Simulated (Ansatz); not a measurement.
Isolated molecules relaxed with PBE0-D4/def2-TZVP in Ansatz; ΔE leaves out vibrations. CBS: MP2 limit from def2 TZ/QZ plus the TZ coupled-cluster correction, frozen cores. def2 core potentials past Kr. For Br, In, Zn outer-core shells are correlated without core-valence functions, which leaves a few kJ/mol of doubt a bond. Scalar relativity is left out up to krypton. Each species was taken in one conformer, which may not be the lowest.

Consider the formal exchange of groups at a C–Zn bond: `[CH3][Zn][N](C)C` + `[NH2][InH][Br]` → `[CH3][In]([NH2])[Br]` + `C[N](C)[ZnH]`.

| species | CCSD(T)/CBS(def2) energy (Eh) |
| --- | --- |
| `[CH3][Zn][N](C)C` | -1952.64462 |
| `[NH2][InH][Br]` | -2819.69701 |
| `[CH3][In]([NH2])[Br]` | -2858.97077 |
| `C[N](C)[ZnH]` | -1913.37223 |

Problem. Work out ΔE.

Solution. ΔE = (-2858.97077) + (-1913.37223) − (-1952.64462) − (-2819.69701) = -0.00137 Eh = -3.6 kJ/mol.

Problem. What do rigid-rotor, harmonic-oscillator terms from PBE0-D4/def2-TZVP frequencies (298.15 K, 1 bar) make of the CCSD(T)/CBS value? (Estimate.)

Solution. Ansatz gave: ΔZPE = +1.8 kJ/mol, ΔH = -2.2 kJ/mol, ΔS = -16 J/(mol·K), ΔG = +2.6 kJ/mol. Modes under 50 cm⁻¹ make the entropy rough.

Largest T1 diagnostic among the species: 0.015.

At CCSD(T), def2-SVP lies +5.1 kJ/mol from the extrapolated value and def2-TZVPP −1.3 kJ/mol. Leaving LDA and LC-ωPBE aside and taking each functional with its dispersion term where it has one, the values, not all of them listed here, spread over 3.7 kJ/mol, from BLYP-D4 to B97M-V. LDA lies +3.9 kJ/mol from PBE without D4.
